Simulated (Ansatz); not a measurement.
Start from `C[CH]([AlH2])[SiH2]F` and change one atom or group to get `C[CH]([AlH2])[SiH2]Cl`.

Ansatz, PBE0-D4/def2-TZVP geometries, multiplicity 1. Each molecule was computed in one conformer, which needn't be the lowest.

```json
{"property": "size of the dipole moment (B3LYP/def2-TZVPP) / D", "`C[CH]([AlH2])[SiH2]F`": "2.43"}
{"property": "HOMO energy (B3LYP/def2-TZVPP) / eV", "`C[CH]([AlH2])[SiH2]F`": "-7.05"}
{"property": "size of the dipole moment (PBE/def2-TZVPP) / D", "`C[CH]([AlH2])[SiH2]F`": "2.35"}
{"property": "LUMO energy (PBE0/def2-TZVPP) / eV", "`C[CH]([AlH2])[SiH2]F`": "-0.92"}
{"property": "HOMO–LUMO gap (PBE0/def2-TZVPP) / eV", "`C[CH]([AlH2])[SiH2]F`": "6.34"}
{"property": "HOMO–LUMO gap (B3LYP/def2-TZVPP) / eV", "`C[CH]([AlH2])[SiH2]F`": "5.93"}
```

(1) What does the change do to each property? (Best estimate.)

## Answers

(1) The calculation gave: 
| property | `C[CH]([AlH2])[SiH2]Cl` | shift |
| --- | --- | --- |
| size of the dipole moment (B3LYP/def2-TZVPP) / D | 2.40 | -0.03 |
| HOMO energy (B3LYP/def2-TZVPP) / eV | -7.17 | -0.12 |
| size of the dipole moment (PBE/def2-TZVPP) / D | 2.32 | -0.03 |
| LUMO energy (PBE0/def2-TZVPP) / eV | -0.72 | 0.20 |
| HOMO–LUMO gap (PBE0/def2-TZVPP) / eV | 6.66 | 0.32 |
| HOMO–LUMO gap (B3LYP/def2-TZVPP) / eV | 6.26 | 0.33 |

With PBE0 the HOMO falls by 0.12 eV and the LUMO rises by 0.20 eV, so the gap widens by about 0.32 eV. PBE moves the HOMO by -0.10 eV and ωB97M-V by -0.13 eV. Dipoles are sizes alone; their direction can turn.

B3LYP here is the variant with VWN-RPA as its local correlation; programs differ in this.
